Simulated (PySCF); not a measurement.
Compound: C8H13NSi.
InChI=1S/C8H13NSi/c1-10(2,3)8-6-4-5-7-9-8/h4-7H,1-3H3

Torsions of this conformer, `[CH3:1][Si:2]([CH3:3])([CH3:4])[c:5]1[cH:6][cH:7][cH:8][cH:9][n:10]1`: C1–Si2–C5–C6 0°.

The closed-shell ground state was solved at several levels (PySCF, density fitting, gas phase, non-relativistic). Geometry: PBE0-D3(BJ)/def2-SVP; no solvent, vibrations or thermal averaging.

```tsv
level	basis functions	total energy (Eh)	HOMO (eV)	LUMO (eV)	gap (eV)	dipole (D)
B3LYP/pcSseg-1	242	-656.9355	-6.79	-1.05	5.74	1.79
PBE0/def2-SVPD	308	-656.0579	-7.02	-0.94	6.08	1.78
```

(1) Estimate the row for PBE0/pcSseg-1, a basis of 242 functions; the other rows only guide the guess.

(2) Over all these levels, which gives the widest orbital gap and which the narrowest?

(3) How far do the dipole and the HOMO energy spread over the levels?

## Answers

(1) Total energy -656.3364 Eh, HOMO -7.04 eV, LUMO -0.88 eV, gap 6.16 eV, dipole 1.79 D.

(2) PBE0/pcSseg-1 (global hybrid, 25 % exact exchange) has the widest, 6.16 eV, and B3LYP/pcSseg-1 (global hybrid, 20 % exact exchange) the narrowest, 5.74 eV. The two share the basis. From the narrowest to the widest the HOMO moves by -0.25 eV and the LUMO by +0.17 eV.

(3) The dipole runs from 1.78 to 1.79 D (mean 1.79 D) and the HOMO from -7.04 to -6.79 eV.
